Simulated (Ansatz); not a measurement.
Program: Ansatz. Geometries: PBE0-D4/def2-TZVP. ΔE: electronic, gas phase. CBS: MP2 limit from def2 TZ/QZ plus the TZ coupled-cluster correction, frozen cores. This one scheme is used for every species. Functionals use def2-TZVPP. For Ge outer-core shells are correlated without core-valence functions, which leaves a few kJ/mol of doubt a bond. Scalar relativity is left out up to krypton. One conformer a species, not always the lowest.

Consider the formal exchange of groups at the Si–O bond: `CO[SiH2][O][GeH3]` + CH₄ → `C[SiH2][O][GeH3]` + CH₃OH.

`CO[SiH2][O][GeH3]`:

```xyz
13

C     0.135   -1.029   -2.052
O    -0.114   -0.158   -0.976
Si   -0.940   -0.580    0.379
O    -0.702    0.590    1.473
Ge    0.687    1.671    1.751
H    -0.776   -1.220   -2.631
H     0.869   -0.562   -2.711
H     0.537   -1.990   -1.710
H    -2.397   -0.685    0.111
H    -0.418   -1.894    0.852
H     0.479    2.230    3.163
H     1.982    0.846    1.660
H     0.657    2.781    0.692
```

CH₄:

Z-matrix (Å, degrees):
```
C
H 1 1.090
H 1 1.090 2 109.5
H 1 1.090 2 109.5 3 -120.0
H 1 1.090 2 109.5 3 120.0
```

`C[SiH2][O][GeH3]`:

Cartesian coordinates in Å:
```
C -1.021 -1.946 0.469
Si -0.276 -0.271 0.767
O 0.282 0.322 -0.655
Ge 1.090 1.828 -1.126
H -1.851 -1.881 -0.239
H -1.402 -2.365 1.404
H -0.278 -2.636 0.064
H 0.843 -0.368 1.751
H -1.294 0.657 1.340
H 1.323 1.716 -2.637
H 2.418 1.934 -0.356
H 0.166 3.009 -0.783
```

CH₃OH:

Z-matrix (Å, degrees):
```
C
O 1 1.409
H 1 1.097 2 112.4
H 1 1.090 2 107.0 3 -118.5
H 1 1.097 2 112.4 3 123.0
H 2 0.959 1 108.5 3 -61.6
```

Problem. Is it downhill or uphill in electronic energy at CCSD(T)/CBS, and by how much? (Best estimate.)

Solution. Ansatz gave: Uphill: ΔE = +1.16 eV.

Problem. What do these levels give: PBE-D4, r2SCAN, CCSD/def2-TZVPP, CCSD(T)/def2-TZVPP, HF/def2-QZVPP, SCS-MP2/def2-QZVPP? (Estimate.)

Solution. Computed: PBE-D4 1.06, r2SCAN 1.16, CCSD/def2-TZVPP 1.18, CCSD(T)/def2-TZVPP 1.17, HF/def2-QZVPP 1.29, SCS-MP2/def2-QZVPP 1.20 eV.

Largest T1 diagnostic among the species: 0.012.

The D4 term adds +0.03 eV with B3LYP and +0.02 eV with PBE0; it sums over pairs of atoms, weighted by their polarisabilities, and B3LYP, whose exchange is more repulsive, gets the larger term. In def2-TZVPP, CCSD(T) changes the Hartree–Fock value by −0.11 eV (the triples alone add −0.01 eV) and MP2 by −0.09 eV.

B3LYP here is the variant with VWN-RPA as its local correlation; programs differ in this.
